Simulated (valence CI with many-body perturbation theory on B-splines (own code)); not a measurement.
**Which ion has this spectrum?**

A relativistic CI+MBPT calculation for an atom or ion with 49 electrons gives these levels (cm⁻¹):

```tsv
J	Parity	E	g
9/2	odd	0.0	0.76
11/2	odd	25287	0.97
3/2	odd	37499	0.65
13/2	odd	45607	1.09
9/2	odd	50177	1.01
5/2	odd	54153	0.93
3/2	odd	61475	1.55
7/2	odd	62355	1.06
15/2	odd	62371	1.16
5/2	odd	62552	0.74
7/2	odd	74590	1.05
9/2	odd	81643	1.18
13/2	odd	82052	0.96
11/2	odd	83160	1.11
```

The energies are calculated, and their last digits are not significant.

(1) Which is it?
A. Os27+
B. Pt29+
C. Ta24+
D. W25+

Answers

(1) A. Os27+, ground level 4f3 4I°_9/2.
